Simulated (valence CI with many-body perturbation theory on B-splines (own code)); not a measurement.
Energy levels of Xe³²⁺

Computed by relativistic CI+MBPT: four valence electrons over a frozen Dirac-Fock core [Ar], a basis of 7 s, 7 p, 8 d, 6 f, 4 g, 1 h functions for each j, with the one-electron correlation potential Σ1, the two-electron term Σ2, the three-electron term Σ3, Breit, model QED; selected CI, second order for the rest, scaled by the run's own slope (own B-spline code, finite nucleus).

The last digits are not significant, and no measured levels were compared; by estimate large intervals hold to a few tenths of a per cent, small ones and those within an open d or f shell to about a per cent. Only levels of the ground parity were solved; by the run's estimate the other parity begins above the list, which can be wrong where configurations are misplaced.

Levels 1 to 32 of 32, with energies above the lowest level, (3d3/2^4) J=0. "Leading %" is the weight of the configuration and term that name the level; weights of strongly mixed levels are sums over their largest components and can fall short, so below about 35 % the name and the second component can differ from the true leading terms, or belong to a minority configuration. In the jj column 3d3/2^4 stands for four electrons in 3d with j = 3/2.

```
No.  Configuration  Term  J  E (cm⁻¹)  Leading %              Leading jj  Second component
  1            3d4    3P  0         0         50          3d3/2^4 (92 %)       42 % 3d4 5D
  2            3d4    5D  1     80500         72    3d3/2^3 3d5/2 (94 %)       27 % 3d4 3P
  3            3d4    5D  2    127770         76    3d3/2^3 3d5/2 (58 %)        7 % 3d4 3F
  4            3d4    3F  4    146220         32    3d3/2^3 3d5/2 (88 %)       25 % 3d4 5D
  5            3d4    5D  3    151810         59    3d3/2^3 3d5/2 (60 %)       20 % 3d4 3F
  6            3d4    5D  0    214700         55  3d3/2^2 3d5/2^2 (89 %)       26 % 3d4 3P
  7            3d4    3H  4    226420         43  3d3/2^2 3d5/2^2 (82 %)       42 % 3d4 5D
  8            3d4    3F  2    245510         45  3d3/2^2 3d5/2^2 (67 %)       22 % 3d4 1D
  9            3d4    3G  3    245740         55  3d3/2^2 3d5/2^2 (64 %)       26 % 3d4 5D
 10            3d4    3H  5    264660         71  3d3/2^2 3d5/2^2 (99 %)       29 % 3d4 3G
 11            3d4    3P  1    273770         59  3d3/2^2 3d5/2^2 (81 %)       24 % 3d4 3D
 12            3d4    3H  6    280160         60  3d3/2^2 3d5/2^2 (96 %)       40 % 3d4 1I
 13            3d4    3G  4    302050         64  3d3/2^2 3d5/2^2 (93 %)       31 % 3d4 1G
 14            3d4    3D  2    309190         43  3d3/2^2 3d5/2^2 (88 %)       33 % 3d4 3P
 15            3d4    3F  3    311990         41  3d3/2^2 3d5/2^2 (82 %)       39 % 3d4 3D
 16            3d4    3F  4    348500         39    3d3/2 3d5/2^3 (67 %)       27 % 3d4 5D
 17            3d4    3F  2    365550         33  3d3/2^2 3d5/2^2 (67 %)       32 % 3d4 1D
 18            3d4    3F  3    375640         47    3d3/2 3d5/2^3 (87 %)       23 % 3d4 3G
 19            3d4    3G  5    397980         71    3d3/2 3d5/2^3 (99 %)       29 % 3d4 3H
 20            3d4    3D  1    402580         73    3d3/2 3d5/2^3 (86 %)       18 % 3d4 3P
 21            3d4    1I  6    406920         60    3d3/2 3d5/2^3 (96 %)       40 % 3d4 3H
 22            3d4    3F  4    417810         54  3d3/2^2 3d5/2^2 (75 %)       35 % 3d4 1G
 23            3d4    3P  2    435470         64  3d3/2^2 3d5/2^2 (56 %)       22 % 3d4 3D
 24            3d4    1S  0    439220         59    3d3/2 3d5/2^3 (81 %)       40 % 3d4 3P
 25            3d4    1F  3    458960         47    3d3/2 3d5/2^3 (91 %)       31 % 3d4 3D
 26            3d4    3F  2    459410         54    3d3/2 3d5/2^3 (48 %)       36 % 3d4 3P
 27            3d4    3F  3    528860         71    3d3/2 3d5/2^3 (99 %)       26 % 3d4 1F
 28            3d4    1G  4    529700         62          3d5/2^4 (52 %)       25 % 3d4 3F
 29            3d4    3P  1    533500         95    3d3/2 3d5/2^3 (95 %)                  
 30            3d4    1D  2    544020         50          3d5/2^4 (45 %)       24 % 3d4 3F
 31            3d4    3P  0    548350         62  3d3/2^2 3d5/2^2 (61 %)       36 % 3d4 1S
 32            3d4    3F  4    557460         44    3d3/2 3d5/2^3 (57 %)       40 % 3d4 1G
```

The ionisation energy to 3d3 4F_3/2 of the next ion comes out as 2023.4 eV (NIST: 2023 ± 4 eV (theoretical)). All 32 levels together are meant to be complete up to 570290 cm⁻¹.
